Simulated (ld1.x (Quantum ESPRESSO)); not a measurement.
## Ranking RRKJ potentials for He (Z = 2)

All share these settings but for the change named:

* Element: He (Z = 2)
* Generator: ld1.x (Quantum ESPRESSO) 7.5
* Type: norm-conserving RRKJ (Kleinman–Bylander form)
* Functional: LDA (PZ)
* Relativity: scalar-relativistic
* Frozen core: none
* Valence charge: 2
* Reference configuration: 1s2
* Partial waves: 1s (bound): rc 0.55 bohr; 2p channel at 0.25 Ry: rc 0.55 bohr
* Local potential: all-electron potential smoothed inside 0.40 bohr (lloc = -2)
* Core correction: none

Test errors are all-electron minus pseudo excitation energies from the reference, over 1s1; 1s1.5. None of these files shows a bound ghost.

The base gives 3.3 meV.

Of 7 variants that were run, those that failed, showed a ghost or another fault, or gave nearly equal values are left out.

Rank these variants by their largest absolute test error, smallest first.
A. wave 1s (bound): rc 0.55 bohr becomes 1s (bound): rc 0.66 bohr
B. wave 1s (bound): rc 0.55 bohr becomes 1s (bound): rc 0.74 bohr
C. wave 1s (bound): rc 0.55 bohr becomes 1s (bound): rc 0.82 bohr
D. wave 1s (bound): rc 0.55 bohr becomes 1s (bound): rc 0.50 bohr
E. wave 1s (bound): rc 0.55 bohr becomes 1s (bound): rc 0.44 bohr

E (0.4 meV), D (1.7 meV), A (8.4 meV), B (15.0 meV), C (23.4 meV).
